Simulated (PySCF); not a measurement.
C₃H₃, doublet, at a GFN2-xTB geometry; REVPBE/STO-3G (PySCF).

Input for PySCF:
```python
from pyscf import gto, scf, dft

mol = gto.Mole()
mol.atom = '''
    C     1.30815180   -0.19129891    0.14654059
    C     0.10901014   -0.01594121    0.01221143
    C    -1.22056561    0.17849066   -0.13672909
    H     2.33913641   -0.34206600    0.26203260
    H    -1.59247811    1.02636034   -0.68281534
    H    -1.92623626   -0.51179755    0.28864513
'''
mol.basis = 'sto-3g'
mol.spin = 1
mol.verbose = 4
mol.build()

mf = dft.UKS(mol)
mf.xc = 'revpbe'
mf.kernel()
```

**Question.** Write the output that PySCF gives for this input, abridged.

**Answer.** 
```
PySCF version 2.14.0

[INPUT] verbose = 4
[INPUT] num. atoms = 6
[INPUT] num. electrons = 21
[INPUT] charge = 0
[INPUT] spin (= nelec alpha-beta = 2S) = 1
[INPUT] symmetry False subgroup None
[INPUT] Mole.unit = angstrom
[INPUT] Symbol           X                Y                Z      unit          X                Y                Z       unit  Magmom
[INPUT]  1 C      1.308151800000  -0.191298910000   0.146540590000 AA    2.472048631357  -0.361502547828   0.276921581232 Bohr   0.0
[INPUT]  2 C      0.109010140000  -0.015941210000   0.012211430000 AA    0.205999309400  -0.030124520994   0.023076258289 Bohr   0.0
[INPUT]  3 C     -1.220565610000   0.178490660000  -0.136729090000 AA   -2.306534719963   0.337298463193  -0.258380533361 Bohr   0.0
[INPUT]  4 H      2.339136410000  -0.342066000000   0.262032600000 AA    4.420327182898  -0.646411056525   0.495169849708 Bohr   0.0
[INPUT]  5 H     -1.592478110000   1.026360340000  -0.682815340000 AA   -3.009347487265   1.939539947715  -1.290333986252 Bohr   0.0
[INPUT]  6 H     -1.926236260000  -0.511797550000   0.288645130000 AA   -3.640058982606  -0.967157200723   0.545460242889 Bohr   0.0

nuclear repulsion = 53.8287650052483
number of shells = 12
number of NR pGTOs = 54
number of NR cGTOs = 18
basis = sto-3g
ecp = {}

******** <class 'pyscf.dft.uks.UKS'> ********
method = UKS
initial guess = minao
damping factor = 0
level_shift factor = 0
DIIS = <class 'pyscf.scf.diis.CDIIS'>
diis_start_cycle = 1
diis_space = 8
diis_damp = 0
SCF conv_tol = 1e-09
SCF conv_tol_grad = None
SCF max_cycles = 50
direct_scf = True
direct_scf_tol = 1e-13
number electrons alpha = 11  beta = 10
XC library pyscf.dft.libxc version 7.1.2
    S. Lehtola, C. Steigemann, M. J. T. Oliveira, and M. A. L. Marques,  SoftwareX 7, 1–5 (2018)
XC functionals = revpbe
    Y. Zhang and W. Yang,  Phys. Rev. Lett. 80, 890 (1998)
    J. P. Perdew, K. Burke, and M. Ernzerhof,  Phys. Rev. Lett. 77, 3865 (1996)
    J. P. Perdew, K. Burke, and M. Ernzerhof,  Phys. Rev. Lett. 78, 1396 (1997)
radial grids:
    Treutler-Ahlrichs [JCP 102, 346 (1995); DOI:10.1063/1.469408] (M4) radial grids

becke partition: Becke, JCP 88, 2547 (1988); DOI:10.1063/1.454033
pruning grids: <function nwchem_prune>
grids dens level: 3
symmetrized grids: False
atomic radii adjust function: <function treutler_atomic_radii_adjust>
small_rho_cutoff = 0
Set gradient conv threshold to 3.16228e-05
tot grids = 71784
init E= -114.868622574846

cycle= 1 E= -114.522799361858  delta_E= 0.346  |g|= 0.0906  |ddm|=  2.5
cycle= 2 E= -114.528329573021  delta_E= -0.00553  |g|= 0.0553  |ddm|= 0.261
cycle= 3 E= -114.530758614788  delta_E= -0.00243  |g|= 0.0218  |ddm|= 0.116
cycle= 4 E= -114.530991132232  delta_E= -0.000233  |g|= 0.0167  |ddm|= 0.0485
cycle= 5 E= -114.531111667273  delta_E= -0.000121  |g|= 0.0131  |ddm|= 0.0309
cycle= 6 E= -114.531219761674  delta_E= -0.000108  |g|= 0.00166  |ddm|= 0.0168
cycle= 7 E= -114.531224812032  delta_E= -5.05e-06  |g|= 0.000371  |ddm|= 0.00606
cycle= 8 E= -114.531225181406  delta_E= -3.69e-07  |g|= 0.000135  |ddm|= 0.00176
cycle= 9 E= -114.531225213566  delta_E= -3.22e-08  |g|= 8.81e-06  |ddm|= 0.000563
cycle= 10 E= -114.5312252137  delta_E= -1.34e-10  |g|= 1.37e-06  |ddm|= 2.8e-05
Extra cycle  E= -114.531225213702  delta_E= -2.16e-12  |g|= 1.42e-06  |ddm|= 4.92e-06
converged SCF energy = -114.531225213702  <S^2> = 0.76658806  2S+1 = 2.0165198
```
